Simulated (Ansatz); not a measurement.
Sn₆. Charge 0, multiplicity 1. Geometry PBE-D4/def2-SVP, basis def2-TZVP, Ansatz.

Cartesian coordinates in Å:
```
Sn 1.409 0.329 0.923
Sn -0.020 -2.229 0.829
Sn 1.357 -0.691 -1.826
Sn -1.410 -0.331 -0.921
Sn -1.357 0.695 1.825
Sn 0.022 2.227 -0.831
```

```csv
run,HOMO (eV),LUMO (eV)
A,-5.00,-3.41
B,-5.23,-3.45
C,-6.63,-2.09
D,-7.46,-1.36
E,-4.93,-3.33
F,-5.73,-2.91
```

In the def2 sets Sn takes a core potential; there is no spin–orbit coupling. The structure comes from a short search, and lower isomers may exist.

Question: The runs used CAM-B3LYP, PBE, PBE0, r2SCAN, revPBE, ωB97X-V. Estimate which is which.

Answer: A PBE (0 % exact exchange); B r2SCAN (0 % exact exchange); C CAM-B3LYP (range-separated); D ωB97X-V (range-separated); E revPBE (0 % exact exchange); F PBE0 (25 % exact exchange). Exact exchange lowers occupied and raises empty levels; among semilocal functionals meta-GGAs tend to open the gap a little, and such runs are hard to tell apart. The gap grows from 1.59 eV (PBE) to 6.09 eV (ωB97X-V). The restricted singlet is unstable towards broken spin symmetry in Hartree–Fock (as tested in another run); at r2SCAN-D4/def2-TZVP, CAM-B3LYP-D4/def2-TZVP, ωB97X-V/def2-TZVP, revPBE-D4/def2-TZVP and others this wasn't settled.
